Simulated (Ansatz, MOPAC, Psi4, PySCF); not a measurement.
Noncovalent pair: NH3 (SMILES N) (first 4 atoms) with N2 (SMILES N#N); geometry from B3LYP-D3(BJ)/def2-TZVP, rigid monomers moved along the line of their centres of mass till H4···N6 is 3.69 Å.
(charge 0, multiplicity 1):
```xyz
6

N     -0.07682    -0.11839    -0.35457
H      0.88080     0.15030    -0.54934
H     -0.65972     0.69039    -0.53695
H     -0.13923    -0.31915     0.63667
N     -0.00554    -0.05804     5.40695
N     -0.06395    -0.19636     4.32667
```

Counterpoise-corrected where a basis set is named; no monomer relaxation. Rows marked so take none.

Cores are frozen in the correlated methods. CBS(a, b) extrapolates the correlation energy as X⁻³ and adds the Hartree–Fock energy of set b. Rows in 6-31G* carry no dispersion term and start afresh at each structure (6-31G* with six Cartesian d functions). MP2/6-31G* freezes PySCF's default core. The state that AM1 reach isn't checked.

Programs: Ansatz (Gaussian basis) for Hartree–Fock, density functionals and correlated methods; MOPAC for AM1 (differences of heats of formation); Psi4 for SAPT; PySCF for 6-31G* rows, the dispersion terms. Values without a source in brackets are computed.

```
level                                  interaction energy (meV)
-------------------------------------  ------------------------
AM1                                                        -5.3
HF/6-31G*                                                  -5.9
r2SCAN-D3(BJ)/def2-TZVPPD                                  -9.3
B3LYP/6-31G* (no counterpoise)                             -9.7
M06-2X/6-31G* (no counterpoise)                               …
MP2/6-31G*                                                -10.3
CCSD/aug-cc-pVTZ                                           -9.7
CCSD(T)/CBS(aug-cc-pVDZ, aug-cc-pVTZ)                     -10.7
SAPT0/jun-cc-pV(D+d)Z                                      -9.5
```

Task: Fill in the missing entries.

Result: 
- M06-2X/6-31G* (no counterpoise), interaction energy (meV): -13.5

Ansatz is an electronic-structure program.
